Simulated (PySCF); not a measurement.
# One molecule, several mistakes: BCH4O anion

These are calculations, not measurements. They come from PySCF 2.14.0, an open-source quantum chemistry program, on an isolated molecule that a program drew, which may never have been made. The molecule is BCH4O anion (charge -1, singlet), drawn as the SMILES string `CB[O-]`.

Each row is a Hartree-Fock (HF) and frozen-core CCSD(T) single point in the aug-cc-pVDZ basis, meant for a local HF minimum. Run 1 is clean. Each other run has one planted mistake out of seven kinds, and not every kind appears here: one electron removed, one electron added, multiplicity raised by two, geometry at a saddle point, minimal basis STO-3G, one bond length entered in bohr, all coordinates scaled. The reference is restricted for singlets and unrestricted otherwise, and also for a bond in bohr. Adding or removing an electron swaps singlet and doublet. Electrons count all cores. HOMO and LUMO are orbital energies over both spins, the gradient is its largest component, and the lowest frequency (negative if imaginary) is given only where the gradient is small. Bond lengths are over the 6 bonds as drawn. T1 is the CCSD diagnostic: over 0.02 (restricted) or 0.045 (unrestricted) a single reference is doubtful.

Geometry of the clean run:
```xyz
7
BCH4O anion, angstrom
C    -0.8438    0.9210   -1.7611
B    -1.5892    1.9605   -0.7356
O    -1.3795    3.2173   -0.6580
H    -1.5777    0.4091   -2.4013
H    -0.1139    1.4222   -2.4076
H    -0.3240    0.1271   -1.2043
H    -2.4297    1.3474   -0.0013
```

| run | electrons | basis functions | <S^2> | HOMO (eV) | LUMO (eV) | gradient (hartree/bohr) | lowest frequency (cm^-1) | mean bond (Å) | longest bond (Å) | T1 | HF (hartree) | CCSD(T) (hartree) | mistake |
|---|---|---|---|---|---|---|---|---|---|---|---|---|---|
| 1 | 24 | 105 | 0.000 | -3.55 | 3.96 | 2.0e-05 | 129 | 1.2477 | 1.639 | 0.0190 | -139.79696 | -140.30127 | no fault |
| 2 | 23 | 105 | 0.771 | -12.08 | 0.74 | 9.6e-02 | - | 1.2477 | 1.639 | 0.0396 | -139.76092 | -140.21456 | one electron removed |
| 3 | 24 | 105 | 0.000 | -3.80 | 3.93 | 7.5e-02 | - | 1.3126 | 1.725 | 0.0201 | -139.78196 | -140.29554 | all coordinates scaled |
| 4 | 24 | 19 | 0.000 | 1.46 | 19.07 | 5.4e-02 | - | 1.2477 | 1.639 | 0.0152 | -137.82125 | -138.01079 | minimal basis STO-3G |
| 5 | 24 | 105 | 0.657 | -3.89 | 3.91 | 2.0e-02 | - | 1.4103 | 2.072 | 0.0661 | -139.67602 | -140.18204 | one bond length entered in bohr |
| 6 | 24 | 105 | 2.022 | 0.94 | 3.46 | 9.7e-02 | - | 1.2477 | 1.639 | 0.0432 | -139.72570 | -140.18833 | ? |

**Which mistake was planted in run 6, and what did it cost?**

Electrons, basis and geometry are unchanged, and <S^2> is 2.022, beside S(S+1) = 2.00 for a multiplicity of 3. So the mistake is: multiplicity raised by two. Subtracting run 1 and multiplying by 627.51 kcal/mol a hartree, the energy moved by 44.7 kcal/mol in HF and 70.9 kcal/mol in CCSD(T).

Cautions from the logs. Run 3: T1 is over the limit, so its CCSD(T) energy is less reliable; run 4: the HOMO is above zero, so the electron isn't bound and the energy depends on the basis; run 5: T1 is over the limit, so its CCSD(T) energy is less reliable; run 6: the HOMO is above zero, so the electron isn't bound and the energy depends on the basis.
